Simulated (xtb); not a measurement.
Job for xtb: GFN1-xTB on H (SMILES [H]).

```
$ xtb mol.xyz --gfn 1 --sp --chrg 0 --uhf 1
1

H      0.00000000     0.00000000     0.00000000
```

### Question
Give the final energy of this run.

### Answer
-0.4014 hartree.
